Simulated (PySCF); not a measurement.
A calculated (UHF, PySCF 2.14, x2c-SVPall, scalar relativity by spin-free X2C-1e) atom or ion has these occupied shells.

```json
{"shell": "1s α", "electrons": "1", "orbital energy (eV)": "-1886.0", "rms radius, mean of both spins (bohr)": "0.129"}
{"shell": "1s β", "electrons": "1", "orbital energy (eV)": "-1885.8", "rms radius, mean of both spins (bohr)": "0.129"}
{"shell": "2s α", "electrons": "1", "orbital energy (eV)": "-177.93", "rms radius, mean of both spins (bohr)": "0.613"}
{"shell": "2s β", "electrons": "1", "orbital energy (eV)": "-177.74", "rms radius, mean of both spins (bohr)": "0.613"}
{"shell": "2p α", "electrons": "3", "orbital energy (eV)": "-125.58", "rms radius, mean of both spins (bohr)": "0.599"}
{"shell": "2p β", "electrons": "3", "orbital energy (eV)": "-125.24", "rms radius, mean of both spins (bohr)": "0.599"}
{"shell": "3s α", "electrons": "1", "orbital energy (eV)": "-24.058", "rms radius, mean of both spins (bohr)": "2.25"}
{"shell": "3s β", "electrons": "1", "orbital energy (eV)": "-21.694", "rms radius, mean of both spins (bohr)": "2.25"}
{"shell": "3p α", "electrons": "1", "orbital energy (eV)": "-16.114", "rms radius, mean of both spins (bohr)": "2.72"}
```

(1) Name the element and its charge.

Answers

(1) Si⁺ (silicon, charge +1), in [Ne] 3s2 3p1, 2P determinant.
